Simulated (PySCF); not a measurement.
Harmonic spectrum computed at PBE0 in the def2-TZVP basis family (core potentials from Rb on, PySCF, no spin–orbit coupling):

```json
{"symmetry": "πu", "ω (cm⁻¹)": "119", "IR (km/mol, summed over degenerate members)": "0.0"}
{"symmetry": "σg+", "ω (cm⁻¹)": "535", "IR (km/mol, summed over degenerate members)": "0.0"}
{"symmetry": "σu+", "ω (cm⁻¹)": "723", "IR (km/mol, summed over degenerate members)": "38.5"}
```

Task: Which molecule gave it? In each, all ligands are bound to the one heavy central atom.
A. PS₂⁺ (singlet)
B. TaS₂⁺ (singlet)
C. IS₂⁺ (singlet)
D. AsS₂⁺ (singlet)

Result: D. It has D∞h symmetry with As–S 1.953 Å (×2).
